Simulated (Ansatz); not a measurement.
Relaxation of F4H2Zr (7 atoms, charge 0, multiplicity 1), to a largest force component of 0.03 eV/Å in at most 50 steps.

The calculation used Ansatz, RKS PBE/def2-SVP.

```xyz
7
Properties=species:S:1:pos:R:3
Zr -0.454 0.000 -0.452
F -0.042 -0.002 2.694
F 1.382 0.000 0.041
F -0.838 1.557 -1.471
F -0.837 -1.557 -1.471
H -1.769 0.000 0.863
H -0.964 0.003 2.534
```

Where does it end, and by what steps?

The forces met the threshold. After 15 steps the energy has fallen by 2.181 eV; H7 moved furthest, 1.41 Å. Parted: Zr1–H6 (1.86 → 2.84 Å), F2–H7 (0.93 → 2.50 Å). Joined: Zr1–F2 (3.17 → 1.91 Å), H6–H7 (1.86 → 0.77 Å).

```
step  energy less start (eV)  largest force component (eV/Å)  accepted
   0                  0.0000                           0.516       yes
   1                 -0.0834                           0.680       yes
   2                 -0.1895                           0.946       yes
   3                 -0.3482                           1.850       yes
   4                 -0.3682                           1.944       yes
   5                 -0.5569                           0.598       yes
   6                 -0.7255                           1.655       yes
   7                 -1.1673                           2.075       yes
   8                 -1.6483                           1.248       yes
   9                 -1.9593                           1.234       yes
  10                 -2.0987                           0.766       yes
  11                 -2.1697                           0.237       yes
  12                 -2.1752                           0.133       yes
  13                 -2.1787                           0.208       yes
  14                 -2.1799                           0.174       yes
  15                 -2.1807                           0.013       yes
```

```xyz
7
Properties=species:S:1:pos:R:3
Zr 0.166 0.000 0.029
F 0.408 -0.002 1.928
F 1.909 -0.001 -0.744
F -0.714 1.581 -0.588
F -0.715 -1.580 -0.590
H -2.495 0.003 1.027
H -2.080 -0.001 1.676
```

Whether the end is a true minimum wasn't checked by a vibrational analysis.

The run took 16 s on 2 threads of Intel(R) Xeon(R) 6975P-C (Granite Rapids) (shared host), peak memory 0.16 GiB.
